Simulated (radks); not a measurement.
Results of a calculation; reference values are marked as such.
Q: The table gives one normalised radial function P(r) = r R(r) of Rh in [Ar] 3d10 4s2 4p4 4d8 5s1 6s2 (r in bohr). Level of theory: non-relativistic Kohn-Sham, r2SCAN, spin-unpolarised, spherical densities, point nucleus; meta-GGA in the generalised Kohn-Sham scheme; relativity is left out, which matters for an element this heavy (a radial shooting solver on a logarithmic mesh with Libxc functionals).

| r | P |
|---|---|
| 0.00391 | 0.1143 |
| 0.005342 | 0.1458 |
| 0.007298 | 0.1810 |
| 0.00997 | 0.2159 |
| 0.01373 | 0.2429 |
| 0.01876 | 0.2469 |
| 0.02562 | 0.2094 |
| 0.03501 | 0.1109 |
| 0.04782 | -0.0550 |
| 0.06586 | -0.2625 |
| 0.08998 | -0.4068 |
| 0.1229 | -0.3560 |
| 0.1679 | -0.0308 |
| 0.2313 | 0.4418 |
| 0.3159 | 0.6397 |
| 0.4316 | 0.2486 |
| 0.5897 | -0.5502 |
| 0.8056 | -1.1260 |
| 1.109 | -1.0381 |
| 1.516 | -0.5559 |
| 2.07 | -0.1741 |
| 2.829 | -0.0292 |
| 3.864 | -0.0021 |
| 5.322 | -0.0001 |
| 7.27 | 0.0000 |
| 9.932 | 0.0000 |
| 13.57 | 0.0000 |
| 18.54 | 0.0000 |

Which n and l does it have? It may be an empty orbital.

A: n = 4, l = 0: the number of nodes gives n - l - 1 = 3, the rise at small r (about r^(l+1)) gives l, and the extent must fit the shell. The curve is that of 4s. 4s: eigenvalue -99.029 eV, 3 radial nodes at r = 0.0436, 0.172, 0.479 bohr, <r> = 0.999 bohr, 90 % of the charge inside 1.45 bohr.
